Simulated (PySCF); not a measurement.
Al(H)(Et)(OMe) (C3H9AlO), SMILES C[CH2][AlH][O]C.

Geometry: ωB97X-D3(BJ)/def2-SVP. One conformer was computed; it need not be the lowest.

Calculation: TDDFT-PBE/def2-SVPD in PySCF 2.14.0.

Vertical excitations. The molecule is in vacuum.

Computed excitation energies, oscillator strengths and character:
```json
[
 {"state": "S1", "energy (eV)": "4.97", "λ (nm)": "250", "f": "0.001", "main pairs": "HOMO→LUMO 100 %"},
 {"state": "S2", "energy (eV)": "5.36", "λ (nm)": "231", "f": "0.001", "main pairs": "HOMO−2→LUMO 100 %"},
 {"state": "S3", "energy (eV)": "5.58", "λ (nm)": "222", "f": "0.073", "main pairs": "HOMO−1→LUMO 97 %"},
 {"state": "S4", "energy (eV)": "5.91", "λ (nm)": "210", "f": "0.021", "main pairs": "HOMO→LUMO+1 94 %"},
 {"state": "S5", "energy (eV)": "6.05", "λ (nm)": "205", "f": "0.009", "main pairs": "HOMO−1→LUMO+1 99 %"},
 {"state": "S6", "energy (eV)": "6.18", "λ (nm)": "201", "f": "0.013", "main pairs": "HOMO−2→LUMO+1 93 %"},
 {"state": "S7", "energy (eV)": "6.35", "λ (nm)": "195", "f": "0.027", "main pairs": "HOMO→LUMO+2 95 %"},
 {"state": "S8", "energy (eV)": "6.62", "λ (nm)": "187", "f": "0.000", "main pairs": "HOMO−1→LUMO+2 99 %"},
 {"state": "S9", "energy (eV)": "6.75", "λ (nm)": "184", "f": "0.009", "main pairs": "HOMO−2→LUMO+2 94 %"},
 {"state": "S10", "energy (eV)": "6.81", "λ (nm)": "182", "f": "0.105", "main pairs": "HOMO→LUMO+3 89 %"},
 {"state": "T1", "energy (eV)": "4.68", "λ (nm)": "265", "f": "0", "main pairs": "HOMO→LUMO 98 %"},
 {"state": "T2", "energy (eV)": "4.93", "λ (nm)": "252", "f": "0", "main pairs": "HOMO−1→LUMO 99 %"},
 {"state": "T3", "energy (eV)": "5.18", "λ (nm)": "240", "f": "0", "main pairs": "HOMO−2→LUMO 98 %"},
 {"state": "T4", "energy (eV)": "5.51", "λ (nm)": "225", "f": "0", "main pairs": "HOMO→LUMO+1 97 %"}
]
```
Triplets are in the Tamm–Dancoff approximation, which puts them higher than full response would, so one can lie above its singlet here.
